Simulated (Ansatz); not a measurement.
`[CH3][GeH]([F])[F]` → `[F][Ge][F]` + CH₄ at 298.15 K and 1 bar (germylene formation by 1,1-elimination).

Computed with Ansatz on PBE0-D4/def2-TZVP structures; ΔE is electronic, products minus reactants. CCSD(T)/CBS is the MP2 limit (def2-TZVPP, def2-QZVPP) plus CCSD(T) − MP2 in def2-TZVPP, frozen cores. This one scheme is used for every species. For Ge outer-core shells are correlated without core-valence functions, which leaves a few kJ/mol of doubt a bond. Scalar relativity is left out up to krypton.

```tsv
species	CCSD(T)/CBS energy (Eh)	H − E (kJ/mol)	S (J/(mol·K))
`[CH3][GeH]([F])[F]`	-2316.24489	147.5	324.9
`[F][Ge][F]`	-2275.77030	21.5	271.0
CH₄	-40.46206	127.4	186.2
```

H − E and S are ideal-gas, rigid-rotor, harmonic terms from PBE0-D4/def2-TZVP. 1 Eh = 2625.50 kJ/mol, R = 8.31446 J/(mol·K).

By hand: ΔE, ΔH, ΔS and ΔG.

ΔE = (-2275.77030) + (-40.46206) − (-2316.24489) = 0.01253 Eh = 32.9 kJ/mol. Δ(H − E) = 21.5 + 127.4 − 147.5 = 1.4, so ΔH = 34.3 kJ/mol. ΔS = 271.0 + 186.2 − 324.9 = 132.3 J/(mol·K). ΔG = 34.3 − 298.15 × (132.3)/1000 = -5.1 kJ/mol.

By hand: the equilibrium constant, and the temperature at which ΔG would vanish if ΔH and ΔS stayed fixed.

log₁₀ K = −ΔG/(RT ln 10) = 0.9. ΔG = 0 at ΔH/ΔS = 259 K.

The number of gas molecules changes by +1, which sets the sign of ΔS. The sign of ΔG lies within the doubt. A doubt of 5 kJ/mol in ΔE shifts log₁₀ K by 0.9 here. These are equilibria of isolated gas molecules and say nothing of rates. Largest T1 diagnostic: 0.015 (customary marks: 0.02 for closed shells, 0.045 for open ones).
